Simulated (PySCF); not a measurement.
2-bromoprop-1-ene (C3H5Br), SMILES C(=C)(C)Br. Atoms are numbered in the order given.

```xyz
9

C      1.3467     1.5032     0.0000
C      0.1320     0.9478     0.0000
C     -1.1836     1.6622     0.0000
Br    -0.0256    -0.9632     0.0000
H      2.2619     0.9098     0.0000
H      1.4384     2.5932     0.0000
H     -1.7763     1.3892     0.8876
H     -1.0214     2.7505     0.0000
H     -1.7763     1.3892    -0.8876
```

Coordinates come from a TPSSh-D3(BJ)/def2-SVP optimisation.

All values below come from KT2/pcSseg-1 run with PySCF.

GIAO shieldings, no solvent; atoms listed in one row are averaged. δ = σ(ref) − σ: ¹³C against TMS (σ = 185.1 ppm); ¹H against TMS (σ = 31.47 ppm), references at their B3LYP-D3(BJ)/def2-TZVP geometries, non-relativistic (without spin–orbit terms, shifts of atoms bonded to Cl or Br come out too high).

```csv
nucleus,atoms,count,δ (ppm)
¹³C,C2,1,147.1
¹³C,C1,1,117.4
¹³C,C3,1,34.4
¹H,H6,1,5.76
¹H,H5,1,5.61
¹H,"H7, H8, H9",3,2.50
```
